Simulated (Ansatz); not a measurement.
Results of the Gaussian-basis code of Ansatz.

Basis-set series for `CC[O][Al]([O]CC)[O]CC`. The species carries charge 0 and has multiplicity 1. Geometry: relaxed with PBE0-D4/def2-TZVP. It is one conformer, not always the lowest.

```tsv
functional	basis	functions	energy (Eh)	HOMO (eV)	LUMO (eV)
PBE0-D4	def2-SVP	219	-704.86456	-7.73	0.27
PBE0-D4	def2-QZVPP	1033	-705.51671	-7.87	-0.19
ωB97M-V	def2-SVP	219	-705.26436	-10.12	1.88
ωB97M-V	def2-QZVPP	1033	-705.93591	-10.28	1.02
```

(1) Give the rows for def2-TZVPP. (Best estimate.)

Answers

(1) The calculation gave: 
```json
{"functional": "PBE0-D4", "basis": "def2-TZVPP", "functions": "531", "energy (Eh)": "-705.48218", "HOMO (eV)": "-7.85", "LUMO (eV)": "-0.01"}
{"functional": "ωB97M-V", "basis": "def2-TZVPP", "functions": "531", "energy (Eh)": "-705.90280", "HOMO (eV)": "-10.26", "LUMO (eV)": "1.49"}
```

Positive LUMOs are unbound and depend on the basis.
